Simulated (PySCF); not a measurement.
AlI$_{3}$, charge -1, doublet, at a GFN2-xTB geometry (such geometries of metal compounds can be far from the true shape) (a state made from the parent by changing its charge; the spin is typed, not shown lowest) (core potentials on I); B3LYP/def2-SVP (PySCF).

The PySCF input:
```python
from pyscf import gto, scf, dft

mol = gto.M(
    atom='''
Al   -0.000055   -0.018048    0.009502
I    -2.214325   -1.527828   -0.069272
I     0.007225    2.350478   -1.237457
I     2.207113   -0.818222    1.304398
''',
    basis='def2-svp',
    ecp={'I': 'def2-svp'},
    charge=-1,
    spin=1,
    verbose=4,
)

mf = dft.UKS(mol)
mf.xc = 'b3lyp'
mf.kernel()
```

What the program printed (banner, timings and long lists left out):

```
PySCF version 2.14.0

[INPUT] verbose = 4
[INPUT] num. atoms = 4
[INPUT] num. electrons = 89
[INPUT] charge = -1
[INPUT] spin (= nelec alpha-beta = 2S) = 1
[INPUT] symmetry False subgroup None
[INPUT] Mole.unit = angstrom
[INPUT] Symbol           X                Y                Z      unit          X                Y                Z       unit  Magmom
[INPUT]  1 Al    -0.000055000000  -0.018048000000   0.009502000000 AA   -0.000103934937  -0.034105777096   0.017956177636 Bohr   0.0
[INPUT]  2 I     -2.214325000000  -1.527828000000  -0.069272000000 AA   -4.184467800778  -2.887176485442  -0.130905108101 Bohr   0.0
[INPUT]  3 I      0.007225000000   2.350478000000  -1.237457000000 AA    0.013653271250   4.441759681815  -2.338454820926 Bohr   0.0
[INPUT]  4 I      2.207113000000  -0.818222000000   1.304398000000 AA    4.170839095967  -1.546215489094   2.464954977430 Bohr   0.0

nuclear repulsion = 406.337103595703
number of shells = 38
number of NR pGTOs = 219
number of NR cGTOs = 96
basis = def2-svp
ecp = {'I': 'def2-svp'}

******** <class 'pyscf.dft.uks.UKS'> ********
method = UKS
initial guess = minao
damping factor = 0
level_shift factor = 0
DIIS = <class 'pyscf.scf.diis.CDIIS'>
diis_start_cycle = 1
diis_space = 8
diis_damp = 0
SCF conv_tol = 1e-09
SCF conv_tol_grad = None
SCF max_cycles = 50
direct_scf = True
direct_scf_tol = 1e-13
number electrons alpha = 45  beta = 44
XC library pyscf.dft.libxc version 7.1.2
    S. Lehtola, C. Steigemann, M. J. T. Oliveira, and M. A. L. Marques,  SoftwareX 7, 1–5 (2018)
XC functionals = b3lyp
    P. J. Stephens, F. J. Devlin, C. F. Chabalowski, and M. J. Frisch,  J. Phys. Chem. 98, 11623 (1994)
radial grids:
    Treutler-Ahlrichs [JCP 102, 346 (1995); DOI:10.1063/1.469408] (M4) radial grids

becke partition: Becke, JCP 88, 2547 (1988); DOI:10.1063/1.454033
pruning grids: <function nwchem_prune>
grids dens level: 3
symmetrized grids: False
atomic radii adjust function: <function treutler_atomic_radii_adjust>
small_rho_cutoff = 0
Set gradient conv threshold to 3.16228e-05
tot grids = 85056
init E= -1041.59386797307

cycle= 1 E= -1131.6252897044  delta_E=  -90  |g|= 3.54  |ddm|= 10.4
cycle= 2 E= -1131.9260032841  delta_E= -0.301  |g|= 3.01  |ddm|=  9.7
cycle= 3 E= -1135.57424431839  delta_E= -3.65  |g|= 0.661  |ddm|= 5.37
cycle= 4 E= -1135.77693905343  delta_E= -0.203  |g|= 0.506  |ddm|= 2.32
cycle= 5 E= -1135.98008132214  delta_E= -0.203  |g|= 0.0179  |ddm|= 0.816
cycle= 6 E= -1135.9803590708  delta_E= -0.000278  |g|= 0.0033  |ddm|= 0.0766
cycle= 7 E= -1135.98037248106  delta_E= -1.34e-05  |g|= 0.00117  |ddm|= 0.0101
cycle= 8 E= -1135.98037385216  delta_E= -1.37e-06  |g|= 0.000482  |ddm|= 0.00341
cycle= 9 E= -1135.98037407904  delta_E= -2.27e-07  |g|= 7.42e-05  |ddm|= 0.0012
cycle= 10 E= -1135.98037408546  delta_E= -6.42e-09  |g|= 2.04e-05  |ddm|= 0.000417
cycle= 11 E= -1135.98037408579  delta_E= -3.28e-10  |g|= 9.82e-06  |ddm|= 9.54e-05
Extra cycle  E= -1135.98037408577  delta_E= 1.32e-11  |g|= 1.13e-05  |ddm|= 5.08e-05
converged SCF energy = -1135.98037408577  <S^2> = 0.75275131  2S+1 = 2.0027494
```
